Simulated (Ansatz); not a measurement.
Basis-set extrapolation for `C[SiH2]C[S][AlH2]` (PBE0-D4/def2-TZVP geometry, frozen core, Ansatz 0.2.0). Multiplicity 1, RHF reference.

```json
{"": "HF", "def2-TZVPP": "-1009.441562", "def2-QZVPP": "-1009.472786"}
{"": "MP2 correlation", "def2-TZVPP": "-0.743710", "def2-QZVPP": "-0.797276"}
{"": "CCSD(T) correlation", "def2-TZVPP": "-0.846350", "def2-QZVPP": "not run"}
```

Energies in hartree. Use E(X) = E(∞) + A·exp(−7.88·√X) for Hartree–Fock and E(X) = E(∞) + B·X^(−2.97) for correlation, with X = 3 and 4, and add CCSD(T) minus MP2 of the smaller set to the MP2 limit.

Task: What is the CCSD(T) energy at the basis-set limit?

Result: HF limit: -1009.472786 + (-0.031224) × 0.13774 = -1009.47709. MP2 limit: -0.797276 + (-0.053566) × 0.74074 = -0.83695. Higher-order term: -0.846350 − (-0.743710) = -0.10264. Total: -1010.41668 hartree, 338.1 kJ/mol below CCSD(T)/def2-TZVPP.
